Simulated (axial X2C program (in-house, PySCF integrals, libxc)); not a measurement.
## Correcting the dissociation energy of GaO for spin–orbit coupling

A spin-free PBE0 curve (one-electron X2C) was computed with an in-house all-electron X2C program for linear molecules (integrals from PySCF), basis Ga dyall-cv3z [9s9p7d4f1g], O dyall-av3z [7s6p3d2f] (cores contracted in-house), for the state M_S = 1/2, Λ = 0 (beyond evenly filled blocks: σα). It gives D0 = 4.097 eV to Ga + O, which in a spin-free picture are the weighted means of the ground terms.

Measured levels of the ground terms (NIST Handbook of Basic Atomic Spectroscopic Data), in cm⁻¹: Ga 2P: J = 1/2 at 0, J = 3/2 at 826.2; O 3P: J = 2 at 0, J = 1 at 158.3, J = 0 at 227.

The molecular state has Λ = 0, so it has no first-order lowering.

(1) How far does each ground level lie under the (2J+1)-weighted mean of its term?

(2) Correct D0.

Second-order spin–orbit effects in the molecule, which grow quickly with Z, are left out. One determinant describes the state; a PBE0 search over occupations chose it and may have missed a lower one. Dissociation energies refer to the lowest single-determinant-based atoms at the same level and basis.

## Answers

(1) Ga: (2 × 0 + 4 × 826.2)/6 = 551 cm⁻¹; O: (5 × 0 + 3 × 158.3 + 1 × 227)/9 = 78 cm⁻¹.

(2) D0 = 4.097 + (0 − 629)/8065.5 = 4.019 eV at PBE0 with these spin–orbit terms.
